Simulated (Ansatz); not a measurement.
`[O]=[W]([F])([Cl])([Cl])[Cl]` + H–F → `[O]=[W]([F])([F])([Cl])[Cl]` + HCl at 298.15 K and 1 bar (ligand exchange at a W–Cl bond).

Gas-phase electronic energies from Ansatz, PBE0-D4/def2-TZVP geometries. CCSD(T)/CBS adds triple-zeta CCSD(T) − MP2 to the extrapolated MP2 energy (def2 sets, frozen cores). This one scheme is used for every species. def2 core potentials past Kr. For W outer-core shells are correlated without core-valence functions, which leaves a few kJ/mol of doubt a bond.

| species | CCSD(T)/CBS energy (Eh) | H − E (kJ/mol) | S (J/(mol·K)) |
| --- | --- | --- | --- |
| `[O]=[W]([F])([Cl])([Cl])[Cl]` | -1621.48342 | 49.2 | 389.0 |
| H–F | -100.39570 | 33.5 | 173.6 |
| `[O]=[W]([F])([F])([Cl])[Cl]` | -1261.50180 | 50.8 | 376.9 |
| HCl | -460.38127 | 26.6 | 186.8 |

H − E and S are ideal-gas, rigid-rotor, harmonic terms from PBE0-D4/def2-TZVP. 1 Eh = 2625.50 kJ/mol, R = 8.31446 J/(mol·K).

Problem. By hand: ΔE, ΔH, ΔS and ΔG.

Solution. ΔE = (-1261.50180) + (-460.38127) − (-1621.48342) − (-100.39570) = -0.00395 Eh = -10.4 kJ/mol. Δ(H − E) = 50.8 + 26.6 − 49.2 − 33.5 = -5.3, so ΔH = -15.7 kJ/mol. ΔS = 376.9 + 186.8 − 389.0 − 173.6 = 1.1 J/(mol·K). ΔG = -15.7 − 298.15 × (1.1)/1000 = -16.0 kJ/mol.

Problem. By hand: the equilibrium constant, and the temperature at which ΔG would vanish if ΔH and ΔS stayed fixed.

Solution. log₁₀ K = −ΔG/(RT ln 10) = 2.8. ΔH and −TΔS have one sign here, so there is no such temperature.

The number of gas molecules stays the same, so ΔS is small and ΔH decides. A doubt of 5 kJ/mol in ΔE shifts log₁₀ K by 0.9 here. Modes under 60 cm⁻¹, often nearly free rotors, make the harmonic entropy too high. These are equilibria of isolated gas molecules and say nothing of rates. Largest T1 diagnostic: 0.021 (customary marks: 0.02 for closed shells, 0.045 for open ones).

ΔS is within the doubt of such terms, so its sign, and with it that verdict, could turn.
